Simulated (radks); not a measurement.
Effect of the nuclear size on the lead ion Pb75+, [He] 2s2 2p3. Calculated with a radial shooting solver on a logarithmic mesh with Libxc functionals: Dirac Kohn-Sham, relativistic LDA (MacDonald-Vosko exchange, VWN5 correlation), spin-unpolarised, spherical densities, finite nucleus; open shells are shared between the two j in proportion to 2j + 1; Fermi nuclear charge, rms radius 5.5012 fm. The rms radius is varied about that value; shifts are against it.

\begin{tabular}{lrrrrrrrr}
rms radius (fm) & total energy shift (eV) & density at nucleus (e/bohr^3) & 1s1/2 shift (meV) & 2s1/2 shift (meV) & 2p1/2 shift (meV) & 2p3/2 shift (meV) & 3s1/2 (empty) shift (meV) & 3p1/2 (empty) shift (meV) \\ \hline
4.786 & -30.4 & 2.757e+06 & -12600 & -2040 & -97.8 & 50.6 & -589 & -37.8 \\
5.1766 & -14.1 & 2.665e+06 & -5820 & -947 & -45.4 & 23.4 & -273 & -17.5 \\
5.5012 & 0 & 2.595e+06 & 0.000 & 0.000 & 0.000 & 0.000 & 0.000 & 0.000 \\
5.8863 & 17.3 & 2.52e+06 & 7170 & 1170 & 56.0 & -28.9 & 336 & 21.6 \\
6.0953 & 27.0 & 2.482e+06 & 11200 & 1820 & 87.4 & -45.0 & 524 & 33.7 \\
\end{tabular}

Slopes of the eigenvalues against <r^2> in GHz/fm^2, as finite differences over the two radii next to the reference (eigenvalue slopes, not the field-shift constants of lines): 1s1/2 400000, 2s1/2 65000, 2p1/2 3120, 2p3/2 -1610, 3s1/2 (empty) 18800, 3p1/2 (empty) 1210.
